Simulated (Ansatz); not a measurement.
(LiOH)3 ring (Li3O3H3), 9 atoms. Hardware: 4 threads of Arm Neoverse V1 on a shared host.

Correlated methods freeze 3 core orbitals; core or outer-core shells of Li are correlated, in sets that lack core-valence functions.

(1) How many basis functions does each of these Ansatz runs have, and roughly what does it cost? PBE0-D4/def2-TZVP, charge 1 doublet at the geometry of the charge 0 singlet, energy, from earlier orbitals; CAM-B3LYP-D4/def2-TZVP, charge 0 singlet, energy, from earlier orbitals; CCSD(T)/def2-TZVPP, charge 0 singlet, energy, from earlier orbitals; r2SCAN-D4/def2-TZVP, charge 0 triplet at the geometry of the charge 0 singlet, energy, from earlier orbitals; PBE0-D4/def2-SVP, charge 0 singlet, energy, from earlier orbitals; PBE-D4/def2-TZVP, charge 1 doublet at the geometry of the charge 0 singlet, energy, from earlier orbitals; LDA (SPW92)/def2-TZVP, charge 0 singlet, energy, from earlier orbitals; r2SCAN-D4/def2-TZVP, charge 0 singlet, energy, from earlier orbitals; LC-ωPBE/def2-TZVP, charge 0 singlet, energy, from earlier orbitals; PBE0-D4/def2-TZVP, charge 0 singlet, energy, from earlier orbitals; HSE06-D4/def2-TZVP, charge 0 singlet, energy, from earlier orbitals; RPA@PBE/def2-TZVP, charge 0 singlet, energy, from earlier orbitals.

Results:

(1) Other jobs shared the machine, so times can vary by a factor of up to 3. A dash marks memory too small to be measured apart from the calling script's.

```tsv
run	functions	fitting or Cholesky vectors	wall time	peak host memory (GiB)
LDA (SPW92)/def2-TZVP, charge 0 singlet, energy, from earlier orbitals	153	972	0.6 s	–
PBE0-D4/def2-SVP, charge 0 singlet, energy, from earlier orbitals	84	1011	0.8 s	–
PBE0-D4/def2-TZVP, charge 0 singlet, energy, from earlier orbitals	153	972	1.1 s	–
LC-ωPBE/def2-TZVP, charge 0 singlet, energy, from earlier orbitals	153	972	1.2 s	–
HSE06-D4/def2-TZVP, charge 0 singlet, energy, from earlier orbitals	153	972	1.2 s	–
CAM-B3LYP-D4/def2-TZVP, charge 0 singlet, energy, from earlier orbitals	153	972	1.3 s	–
r2SCAN-D4/def2-TZVP, charge 0 singlet, energy, from earlier orbitals	153	972	1.9 s	–
PBE-D4/def2-TZVP, charge 1 doublet at the geometry of the charge 0 singlet, energy, from earlier orbitals	153	972	1.9 s	–
RPA@PBE/def2-TZVP, charge 0 singlet, energy, from earlier orbitals	153	1212	2.2 s	–
PBE0-D4/def2-TZVP, charge 1 doublet at the geometry of the charge 0 singlet, energy, from earlier orbitals	153	972	2.4 s	–
r2SCAN-D4/def2-TZVP, charge 0 triplet at the geometry of the charge 0 singlet, energy, from earlier orbitals	153	972	6 s	–
CCSD(T)/def2-TZVPP, charge 0 singlet, energy, from earlier orbitals	192	1284	58 s	2.5
```
